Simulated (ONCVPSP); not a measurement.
## Mo, ONCV: configuration errors across variants

molybdenum, optimised norm-conserving Vanderbilt (ONCV), made with ONCVPSP 4.0.1 (Wu-Cohen, fully relativistic). Core [Kr], reference 4d5 5s0.5 (charge +0.5). Waves: 5s: rc 2.85 bohr, ncon 5, nbas 10, qcut 2.4 1/bohr, 1 projector; p scattering state at 0.29 Ha: rc 2.45 bohr, ncon 4, nbas 8, qcut 3.7 1/bohr, 1 projector; 4d: rc 2.25 bohr, ncon 3, nbas 7, qcut 6 1/bohr, 2 projectors, debl 2.7 Ha. Local part: polynomial inside 1.75 bohr (lpopt 3, dvloc0 3 Ha). Core correction: none.

Open shells are filled in proportion to 2j + 1.

All-electron excitation energies from the reference (eV): (1) 4d5 5s1 -2.739; (2) 4d5 5s0 4.152; (3) 4d4 5s0 19.602; (4) 4d3 5s0 46.326.

2 further variants failed, have other tests or another functional or relativity, and are left out.

Errors AE − PS in meV (a dash: test not solved or not reliable):

```tsv
change	(1)	(2)	(3)	(4)	bound ghosts	GHOST(+) flags above zero
base	-2.2	+0.2	+3.1	-24	none	none
s: rc 3.32	-1.9	+0.4	-2.7	-39	none	s
s: qcut 1.4	-1.0	+1.7	-6.2	-51	none	s
s: qcut 1.9; p: qcut 2.9; d: qcut 4.7	-0.5	+2.5	+6.2	+49	none	s
p: rc 3.44	-2.2	+0.2	+3.1	-24	none	none
local potential polynomial inside 1.75 bohr (lpopt 3, dvloc0 6 Ha)	-2.3	+0.2	+3.1	-24	none	none
d: nproj 1	-2.2	+0.2	-6.6	-67	none	none
```

(1) Give the same row for: d: nbas 6.

Answers

(1) -2.2, +0.2, +3.0, -26; bound ghosts: none; GHOST(+) flags above zero: none.
